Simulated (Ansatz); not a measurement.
Start from `BN(B)C` and change one atom or group to get `BN(C)[SiH2]N`.

Ansatz, PBE0-D4/def2-TZVP geometries, multiplicity 1. Each molecule was computed in one conformer, which needn't be the lowest.

```
                                        property  `BN(B)C`
             HOMO energy (B3LYP/def2-TZVPP) / eV     -8.50
           LUMO energy (ωB97M-V/def2-TZVPP) / eV      0.64
         HOMO–LUMO gap (ωB97M-V/def2-TZVPP) / eV     11.70
size of the dipole moment (B3LYP/def2-TZVPP) / D      1.49
             LUMO energy (B3LYP/def2-TZVPP) / eV     -1.50
              LUMO energy (PBE0/def2-TZVPP) / eV     -1.29
```

Question: Give the same properties after the change, and the shifts. (Estimate.)

Answer: Ansatz gave: 
| property | `BN(C)[SiH2]N` | shift |
| --- | --- | --- |
| HOMO energy (B3LYP/def2-TZVPP) / eV | -7.57 | 0.93 |
| LUMO energy (ωB97M-V/def2-TZVPP) / eV | 1.74 | 1.10 |
| HOMO–LUMO gap (ωB97M-V/def2-TZVPP) / eV | 11.84 | 0.14 |
| size of the dipole moment (B3LYP/def2-TZVPP) / D | 0.39 | -1.10 |
| LUMO energy (B3LYP/def2-TZVPP) / eV | -0.25 | 1.25 |
| LUMO energy (PBE0/def2-TZVPP) / eV | -0.01 | 1.28 |

With PBE0 the HOMO rises by 0.93 eV and the LUMO rises by 1.28 eV, so the gap widens by about 0.35 eV. PBE moves the HOMO by 1.10 eV and ωB97M-V by 0.95 eV. Dipoles are sizes alone; their direction can turn.

B3LYP here is the variant with VWN-RPA as its local correlation; programs differ in this.
